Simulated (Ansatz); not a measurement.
Cost and result for the atomization energy of CH$_{6}$BClOSi (11 atoms, 11 bonds).

Z-matrix (Å, degrees):
```
B
Cl 1 1.994
C 1 1.564 2 73.7
H 1 1.195 2 109.8 3 -113.5
H 1 1.197 2 107.8 3 113.5
O 3 1.318 1 119.2 2 -100.9
Si 3 1.900 1 121.5 2 83.4
H 6 0.967 3 112.2 1 167.4
H 7 1.475 3 111.2 1 -19.0
H 7 1.489 3 107.7 1 -142.6
H 7 1.488 3 105.7 1 101.8
```

Total charge 0; spin multiplicity 1. The bonds changed during the relaxation, so this is another structure than the one it started from. All single points use the PBE0-D4/def2-TZVP geometry. It is one conformer, not always the lowest. Program: Ansatz. All runs use 4 threads of an Arm Neoverse V2 on a shared host. Times are those of one run each, without the atoms' runs, and a repeat can differ threefold. Electronic energies, without spin–orbit coupling; frozen cores. CCSD(T)/CBS adds CCSD(T) − MP2 in def2-TZVPP to the MP2 limit, and its time is that of the two runs behind it. T1 = 0.015. HSE06 is the plane-wave form, built on full-range PBE exchange.

CCSD(T)/CBS is a level of theory with its own doubt, some kJ/mol a heavy atom from the limit and from the frozen cores, so smaller differences don't rank the functionals.

```tsv
level	functions	wall time
revPBE-D4/def2-TZVPP	261	1.9 s
PBE-D4/def2-TZVPP (with forces)	261	2.5 s
BHLYP-D4/def2-TZVPP	261	3 s
HSE06-D4/def2-TZVPP	261	3.1 s
CAM-B3LYP-D4/def2-TZVPP	261	3.3 s
CCSD(T)/def2-SVP	108	3.9 s
r2SCAN-D4/def2-TZVPP (with forces)	261	4.5 s
ωB97X-V/def2-TZVPP	261	7.5 s
B97M-V/def2-TZVPP	261	8.5 s
ωB97M-V/def2-TZVPP (with forces)	261	11 s
MP2/def2-QZVPP	491	20 s
CCSD(T)/def2-TZVPP	261	2.2 min
CCSD(T)/CBS(def2)	–	2.6 min
```

Question: What atomization energy does each give, and how far from CCSD(T)/CBS? (An estimate is asked.)

Answer: Ansatz gave: 
```csv
level,atomization (kJ/mol),difference from CCSD(T)/CBS,per bond
revPBE-D4/def2-TZVPP,3674.6,-0.6,-0.1
PBE-D4/def2-TZVPP (with forces),3759.3,84.1,7.6
BHLYP-D4/def2-TZVPP,3577.0,-98.2,-8.9
HSE06-D4/def2-TZVPP,3692.5,17.3,1.6
CAM-B3LYP-D4/def2-TZVPP,3692.8,17.6,1.6
CCSD(T)/def2-SVP,3464.4,-210.8,-19.2
r2SCAN-D4/def2-TZVPP (with forces),3715.0,39.8,3.6
ωB97X-V/def2-TZVPP,3695.8,20.6,1.9
B97M-V/def2-TZVPP,3700.2,25.0,2.3
ωB97M-V/def2-TZVPP (with forces),3702.6,27.4,2.5
MP2/def2-QZVPP,3691.7,16.5,1.5
CCSD(T)/def2-TZVPP,3578.1,-97.1,-8.8
CCSD(T)/CBS(def2),3675.2,0.0,0.0
```

From r2SCAN to r2SCAN0 (25 % exact exchange), in def2-TZVPP and without D4, the atomization energy moves by −65.7 kJ/mol: exact exchange takes away binding that semilocal exchange gives to molecules. In def2-TZVPP, CCSD(T) changes the Hartree–Fock value by +908.3 kJ/mol (the triples alone add +62.7 kJ/mol) and MP2 by +964.6 kJ/mol; breaking electron pairs costs correlation energy, which Hartree–Fock lacks. At CCSD(T), def2-SVP lies −210.8 kJ/mol from the extrapolated value and def2-TZVPP −97.2 kJ/mol: correlation converges slowly with the basis, and small sets miss more of it in the bonded molecule than in its fragments.
